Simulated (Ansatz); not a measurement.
C4H9Cl3OSi, SMILES `CC(C)(C)O[Si](Cl)(Cl)Cl`. The species carries charge 0 and has multiplicity 1. All single points use the PBE0-D4/def2-TZVP geometry. It is one conformer, not always the lowest.

```xyz
18

C    -0.832    0.649   -1.050
C    -0.350    0.150    0.301
C    -1.491   -0.470    1.086
C     0.318    1.260    1.092
O     0.616   -0.909    0.133
Si    1.738   -1.294   -0.935
Cl    0.947   -2.038   -2.657
Cl    2.922    0.286   -1.443
Cl    2.890   -2.727   -0.089
H    -0.011    1.076   -1.631
H    -1.285   -0.160   -1.626
H    -1.582    1.430   -0.908
H    -2.261    0.277    1.290
H    -1.941   -1.289    0.522
H    -1.126   -0.863    2.037
H    -0.400    2.055    1.306
H     0.699    0.873    2.039
H     1.150    1.691    0.533
```

**Question.** What is the dipole moment at PBE/def2-TZVPP? (An estimate is asked.)

**Answer.** The calculation gave: 2.65 D, with components (-1.94, 1.59, 0.86) D in this frame, pointing from negative to positive charge.

**Question.** And with r2SCAN, B3LYP, ωB97M-V? (An estimate is asked.)

**Answer.** Computed: r2SCAN 2.76 D, B3LYP 2.72 D, ωB97M-V 2.72 D.

**Question.** Give the Mulliken charges with PBE, r2SCAN, B3LYP in def2-TZVPP. (Best estimate.)

**Answer.** The calculation gave: 
| atom | PBE | r2SCAN | B3LYP |
| --- | --- | --- | --- |
| C1 | -0.26 | -0.20 | -0.28 |
| C2 | 0.25 | 0.32 | 0.29 |
| C3 | -0.24 | -0.15 | -0.25 |
| C4 | -0.26 | -0.20 | -0.27 |
| O5 | -0.24 | -0.34 | -0.32 |
| Si6 | 0.54 | 0.69 | 0.67 |
| Cl7 | -0.18 | -0.21 | -0.21 |
| Cl8 | -0.18 | -0.22 | -0.21 |
| Cl9 | -0.16 | -0.19 | -0.19 |
| H10 | 0.08 | 0.06 | 0.09 |
| H11 | 0.09 | 0.07 | 0.10 |
| H12 | 0.08 | 0.05 | 0.08 |
| H13 | 0.07 | 0.04 | 0.07 |
| H14 | 0.08 | 0.05 | 0.09 |
| H15 | 0.09 | 0.06 | 0.09 |
| H16 | 0.08 | 0.05 | 0.08 |
| H17 | 0.09 | 0.06 | 0.09 |
| H18 | 0.08 | 0.06 | 0.09 |

B3LYP here is the variant with VWN-RPA as its local correlation; programs differ in this.
